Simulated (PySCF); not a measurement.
C₅H₁₂Si, SMILES C1[C@]([SiH3])(C)[C@@H]1C.

Geometry optimised at PBE-D3(BJ)/def2-SVP. The structure was generated by enumeration; whether it is a known compound was not checked.

Two levels are set side by side: PBE/def2-TZVP (PySCF) and PBE0/def2-TZVP (PySCF). Same geometry, gas phase. Differences are taken from unrounded values.

```
quantity                      PBE0
---------------------------  -----
orbital gap (eV)              8.33
highest occupied level (eV)  -7.60
lowest empty level (eV)       0.73
dipole moment (D)             1.02
```

Q: What does PBE give, and how far is it from PBE0? (The exact figures need the calculation; the answer reports its results.)

A: 
| quantity | PBE | PBE minus PBE0 |
|---|---|---|
| orbital gap (eV) | 6.31 | -2.02 |
| highest occupied level (eV) | -6.40 | 1.20 |
| lowest empty level (eV) | -0.09 | -0.82 |
| dipole moment (D) | 1.05 | 0.03 |

PBE's occupied levels lie high since its potential decays too fast outside the molecule; exact exchange lowers them and widens the gap. Differences between two approximate levels are no errors against the true value.

Rough cost on one machine, each run with all the roots and properties that it gave: PBE0 against PBE within a factor of 2.
